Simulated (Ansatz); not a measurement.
FH5SSi2 (`F[SiH2][SiH2]S`), relaxed with RKS PBE-D4/def2-SVP in Ansatz from a rough embedded geometry. The force threshold is 0.03 eV/Å; the program also tests the step.

Total charge 0; spin multiplicity 1.

Start:

```xyz
9

F    -0.712    1.984   -0.663
Si    0.572    1.233   -0.251
Si    0.097   -1.012   -0.079
S    -1.337   -1.425    1.406
H     1.617    1.478   -1.308
H     1.076    1.802    1.046
H     1.369   -1.780    0.357
H    -0.301   -1.572   -1.351
H    -2.381   -0.708    0.845
```

(1) By how much does the energy fall, and how many steps does the optimiser take? (An estimate is asked.)

(2) Which bonds change most? (Best estimate.)

(3) Give the relaxed structure. (Best estimate.)

## Answers

(1) Ansatz gave: 0.35 eV, in 12 steps.

(2) Ansatz gave: F1–Si2 from 1.543 to 1.655 Å; Si3–S4 from 2.105 to 2.168 Å; Si3–H8 from 1.446 to 1.508 Å; Si2–Si3 from 2.301 to 2.352 Å.

(3) The calculation gave: 
```xyz
9

F    -0.968    1.805   -0.306
Si    0.559    1.172   -0.224
Si    0.195   -1.149   -0.099
S    -1.503   -1.314    1.240
H     1.319    1.643   -1.434
H     1.217    1.692    1.023
H     1.337   -1.881    0.550
H    -0.049   -1.755   -1.457
H    -2.107   -0.213    0.706
```
